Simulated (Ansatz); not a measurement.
One change: `[CH3][Nb](=[O])([OH])[F]` becomes `[CH3][Nb]([CH3])(=[O])[OH]`.

Ansatz, PBE0-D4/def2-TZVP geometries, multiplicity 1. Each molecule was computed in one conformer, which needn't be the lowest.

Elements past krypton have def2 core potentials.

| property | `[CH3][Nb](=[O])([OH])[F]` |
| --- | --- |
| ideal-gas entropy at 298 K and 1 bar (rigid rotor, harmonic PBE0-D4/def2-TZVP) / J/(mol·K) | 360 |
| size of the dipole moment (ωB97M-V/def2-TZVPP) / D | 2.37 |
| HOMO–LUMO gap (ωB97M-V/def2-TZVPP) / eV | 11.34 |
| LUMO energy (ωB97M-V/def2-TZVPP) / eV | 0.50 |
| HOMO–LUMO gap (PBE/def2-TZVPP) / eV | 4.58 |
| size of the dipole moment (B3LYP/def2-TZVPP) / D | 2.40 |

(1) What does the change do to each property? (Best estimate.)

## Answers

(1) The calculation gave: 
```csv
property,`[CH3][Nb]([CH3])(=[O])[OH]`,shift
"ideal-gas entropy at 298 K and 1 bar (rigid rotor, harmonic PBE0-D4/def2-TZVP) / J/(mol·K)",403,43
size of the dipole moment (ωB97M-V/def2-TZVPP) / D,3.82,1.45
HOMO–LUMO gap (ωB97M-V/def2-TZVPP) / eV,10.68,-0.66
LUMO energy (ωB97M-V/def2-TZVPP) / eV,0.29,-0.21
HOMO–LUMO gap (PBE/def2-TZVPP) / eV,3.93,-0.65
size of the dipole moment (B3LYP/def2-TZVPP) / D,3.81,1.41
```

With PBE0 the HOMO rises by 0.48 eV and the LUMO falls by 0.15 eV, so the gap narrows by about 0.63 eV. PBE moves the HOMO by 0.46 eV and ωB97M-V by 0.43 eV. The zero-point energy changes by 80.8 kJ/mol with +9 modes. Dipoles are sizes alone; their direction can turn. Modes under 60 cm⁻¹, often nearly free rotors, make the harmonic entropy too high.

B3LYP here is the variant with VWN-RPA as its local correlation; programs differ in this.
